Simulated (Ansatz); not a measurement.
Al(F)(OMe)(SiH3) (CH6AlFOSi), SMILES C[O][Al]([F])[SiH3].

Geometry: B3LYP-D3(BJ)/def2-SVP. The structure was generated by enumeration; whether it is a known compound was not checked. One conformer was computed; it need not be the lowest.

Two levels are set side by side: PBE/def2-SVPD (Ansatz, a quantum-chemistry and plane-wave program) and PBE0/def2-SVPD (Ansatz). Energy differences of separate SCF runs at the same geometry; the states with an electron removed or added have multiplicity 2 and 2. Differences are taken from unrounded values.

```json
[
 {"quantity": "vertical ionisation energy (eV)", "PBE0": "10.34", "PBE": "9.89", "PBE minus PBE0": "-0.45"},
 {"quantity": "vertical singlet–triplet gap (eV)", "PBE0": "5.02", "PBE": "4.84", "PBE minus PBE0": "-0.18"}
]
```
